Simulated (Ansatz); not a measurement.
A made-up structure of BH3SeO, singlet:

```json
{"atom": "B1", "x (Å)": "1.2395", "y (Å)": "0.0973", "z (Å)": "1.3175"}
{"atom": "Se2", "x (Å)": "0.4785", "y (Å)": "-1.0523", "z (Å)": "0.1533"}
{"atom": "O3", "x (Å)": "-0.9213", "y (Å)": "-0.0597", "z (Å)": "-0.6031"}
{"atom": "H4", "x (Å)": "-1.4596", "y (Å)": "-0.5554", "z (Å)": "-1.2398"}
{"atom": "H5", "x (Å)": "-1.0703", "y (Å)": "0.8677", "z (Å)": "-0.3609"}
{"atom": "H6", "x (Å)": "2.0177", "y (Å)": "0.7062", "z (Å)": "0.7292"}
```

It is relaxed with PBE-D4/def2-SVP and then PBE0-D4/def2-TZVP (Ansatz 0.2.0). Atoms count as bonded within 1.22 times the sum of their covalent radii (H–H: 0.88 Å). The end point is not checked to be a true minimum.

(1) Does its bonding change? (A judgement: the text doesn't fix the answer.)

## Answers

(1) Computed: Yes. Formed: B1–O3; broken: Se2–O3.

Where it ends: The first stage lowers the energy by 4.82 eV in 28 steps. It ends as BH₃SeO ([OH2][BH][Se]):
```
6
angstrom
B 0.7304 -0.0058 0.3298
Se 0.8837 -1.7687 0.7191
O -0.5113 0.2875 -0.6160
H -0.9830 -0.5739 -0.6111
H -1.0926 1.0270 -0.3811
H 1.2573 1.0376 0.5557
```

Labels in which every atom is bracketed show which atoms are joined, not bond orders.

For scale, one of the runs: PBE0-D4/def2-TZVP relaxation, 128 basis functions, launched by `ansatz run in.yaml --threads 2 --pin off --events-out ev --progress --plain --max-ram 4352MiB`. Hardware: 2 CPU threads of an Arm Neoverse V1, shared host. Wall time about 25 s.
